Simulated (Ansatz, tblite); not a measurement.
Removing an electron: SiBr2H2 (SiH2Br2). Charge 0, multiplicity 1. Geometry: PBE-D4/def2-TZVP. Ansatz, gas phase; energy differences of separate SCF runs; the oxidised species was run as a doublet alone.

```xyz
5

Si    0.113   -0.071   -0.112
Br    0.373   -0.049    2.097
Br   -1.778    0.941   -0.702
H     0.044   -1.487   -0.560
H     1.249    0.667   -0.724
```

The xTB rows come from tblite. HOMO above LUMO, or a gap near zero within one spin, warns that the state may not be the lowest or that an electron is smeared out.

Estimate orbital energies and vertical ionisation energies at: GFN1-xTB; GFN2-xTB; PBE-D4/def2-TZVP; r2SCAN-D4/def2-TZVP; PBE0-D4/def2-TZVP.


```json
{"level": "GFN1-xTB", "−HOMO (eV)": "11.97", "vertical IE (eV)": "15.28", "−LUMO (eV)": "5.63", "HOMO–LUMO gap (eV)": "6.34", "remarks": "–"}
{"level": "GFN2-xTB", "−HOMO (eV)": "12.02", "vertical IE (eV)": "14.97", "−LUMO (eV)": "6.54", "HOMO–LUMO gap (eV)": "5.49", "remarks": "–"}
{"level": "PBE-D4/def2-TZVP", "−HOMO (eV)": "7.34", "vertical IE (eV)": "10.19", "−LUMO (eV)": "1.64", "HOMO–LUMO gap (eV)": "5.70", "remarks": "gap within one spin near zero (+1 doublet)"}
{"level": "r2SCAN-D4/def2-TZVP", "−HOMO (eV)": "7.69", "vertical IE (eV)": "10.45", "−LUMO (eV)": "1.32", "HOMO–LUMO gap (eV)": "6.37", "remarks": "–"}
{"level": "PBE0-D4/def2-TZVP", "−HOMO (eV)": "8.62", "vertical IE (eV)": "10.65", "−LUMO (eV)": "0.75", "HOMO–LUMO gap (eV)": "7.87", "remarks": "–"}
```

  Raw xTB energy differences between charge states are shifted by several eV; the methods need an empirical correction for them.
